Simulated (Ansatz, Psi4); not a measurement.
## CrO3 (chromic anhydride): a line through the functionals

CrO3 has 4 atoms, charge 0, and is taken as a singlet. As SMILES, `[O]=[Cr](=[O])=[O]`. Geometry: relaxed at PBE0-D4/def2-TZVP.

The HOMO–LUMO gap y, in eV, basis def2-SVP; a is the functional's share of exact exchange. Programs: Ansatz 0.2.0, Psi4 1.11.

| functional | program | a | y (eV) |
| --- | --- | --- | --- |
| r2SCAN | Psi4 | 0 | 1.95 |
| PBE | Psi4 | 0 | 1.52 |
| TPSSh | Psi4 | 0.1 | 2.73 |
| B3LYP | Psi4 | 0.2 | 3.46 |
| r2SCAN0 | Ansatz | 0.25 | ? |
| PBE0 | Psi4 | 0.25 | 4.08 |
| BHLYP | Psi4 | 0.5 | 6.68 |

Problem. Fit y = c + s·a to the known rows and predict r2SCAN0.

Solution. 
1. Means of the 6 rows: a = 0.1750, y = 3.403.
2. Σ(Δa)² = 0.17875, Σ(Δa·Δy) = 1.7515, so the slope is 1.7515/0.17875 = 9.7986.
3. Intercept: 3.403 − (9.7986) × 0.1750 = 1.688. The largest residual of the fit is 0.26.
4. r2SCAN0: 1.688 + (9.7986) × 0.25 = 4.14 eV.

The run gave 4.40 eV, so the prediction is off by -0.26 eV, about the largest residual. Exact exchange lowers occupied levels and raises empty ones. The rows mix families of semi-local functionals, which the line can't see.
